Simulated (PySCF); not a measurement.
Sn(Cl)3(OSiH3) (Cl3H3OSiSn), SMILES [SiH3][O][Sn]([Cl])([Cl])[Cl].

The structure is a stationary point at B3LYP-D3(BJ)/def2-SVP. The def2 effective core potentials stand for the cores of Sn; spin–orbit coupling is left out. Other conformers were not sampled.

Level of theory: PBE/def2-TZVP (PySCF).

| Property | Result |
|---|---|
| total energy | -1960.89685 hartree |
| point group | Cs |
| highest occupied level | -7.68 eV |
| lowest empty level | -4.26 eV |
| orbital gap | 3.42 eV |
| dipole moment | 0.69 D |
| quadrupole, principal values (traceless, Buckingham form, about the centre of nuclear charge) | -2.47, -0.97, 3.45 D·Å |
| mean static polarisability | 107.5 bohr³ (15.93 Å³) |
| polarisability, principal values | 100.5, 106.1, 115.8 bohr³ |
